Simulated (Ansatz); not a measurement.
Ansatz (an electronic-structure program) input (LC-wPBE/def2-TZVPD):

Ansatz 0.2 input:
```yaml
crystal:
  periodic: [false, false, false]
  atoms:
    - {symbol: Si, position_ang: [-0.13787063, -0.07998322, 0.00730338]}
    - {symbol: F, position_ang: [0.25878282, -0.10208609, -1.62908327]}
    - {symbol: C, position_ang: [-1.59006674, -0.84013768, 0.61141655]}
    - {symbol: C, position_ang: [1.46419382, -0.83553323, 0.70827019]}
    - {symbol: C, position_ang: [-0.08787494, 1.80223066, 0.29642646]}
    - {symbol: H, position_ang: [-1.64825189, -1.91985398, 0.74007185]}
    - {symbol: H, position_ang: [-2.56315789, -0.36495765, 0.49730019]}
    - {symbol: H, position_ang: [1.43511707, -1.92573711, 0.61440985]}
    - {symbol: H, position_ang: [1.57671761, -0.59988683, 1.76952098]}
    - {symbol: H, position_ang: [2.35199730, -0.47874324, 0.17610715]}
    - {symbol: H, position_ang: [0.02786011, 2.03241948, 1.35852935]}
    - {symbol: H, position_ang: [-1.02573828, 2.25652306, -0.03858175]}
    - {symbol: H, position_ang: [0.72908652, 2.27941771, -0.25453462]}
basis:
  gaussian:
    orbitals: def2-TZVPD
hamiltonian:
  xc: {name: LC-wPBE}
total_charge: -1
output: {forces: true}
```

Output:

```
Functional definition: LC-wPBE
integrals: 0.27 GiB planned
1402 factors; their error is unknown
integrals: 0.30 GiB planned
700 factors; integrals over basis functions are off by at most 3.6e-5 eV
mean field: 2.10 GiB planned
mean field evaluation 1: about -13830.0674 eV, gradient 4.8e1 eV
mean field evaluation 2: about -13832.4495 eV, gradient 3.5e1 eV
mean field evaluation 4: about -13835.2972 eV, gradient 2.2e0 eV
mean field evaluation 8: about -13835.3118 eV, gradient 2.3e-1 eV
mean field evaluation 16: about -13835.2729 eV, gradient 4.4e-4 eV
mean field -13835.27292922 eV, -508.4369022641 hartree, gradient 4.6e-5 eV, S^2 0.000000; 0 other end points of the search recorded, 0 dependent functions left out
the calculation of the forces begins
reference -13835.27292923 eV, -508.4369022644 hartree; 25, 25 occupied and 241, 241 virtual orbitals, 1402 factors
Total energy: -13835.27292923 eV, -508.4369022644 hartree
Atom 0 at    -0.137871    -0.079983     0.007303 Å, force     0.125688     0.104009     0.192489 eV/Å
Atom 1 at     0.258783    -0.102086    -1.629083 Å, force    -0.061382    -0.020409     0.100608 eV/Å
Atom 2 at    -1.590067    -0.840138     0.611417 Å, force     0.104319     0.037411    -0.153527 eV/Å
Atom 3 at     1.464194    -0.835533     0.708270 Å, force    -0.064063     0.034108    -0.088827 eV/Å
Atom 4 at    -0.087875     1.802231     0.296426 Å, force     0.009495    -0.090906    -0.069308 eV/Å
Atom 5 at    -1.648252    -1.919854     0.740072 Å, force     0.013629    -0.003818     0.017247 eV/Å
Atom 6 at    -2.563158    -0.364958     0.497300 Å, force     0.001153     0.017385     0.013936 eV/Å
Atom 7 at     1.435117    -1.925737     0.614410 Å, force    -0.024081     0.043160    -0.002101 eV/Å
Atom 8 at     1.576718    -0.599887     1.769521 Å, force    -0.037028     0.003615    -0.028073 eV/Å
Atom 9 at     2.351997    -0.478743     0.176107 Å, force    -0.053695    -0.000038     0.010495 eV/Å
Atom 10 at     0.027860     2.032419     1.358529 Å, force    -0.011454    -0.039848    -0.021287 eV/Å
Atom 11 at    -1.025738     2.256523    -0.038582 Å, force     0.025424    -0.040974     0.011035 eV/Å
Atom 12 at     0.729087     2.279418    -0.254535 Å, force    -0.028008    -0.043695     0.017311 eV/Å
Dipole moment:     0.669970     0.383405    -0.069220 e Å
```

It need not be the lowest isomer of its formula. Whether it binds its extra electron was not tested at this geometry.
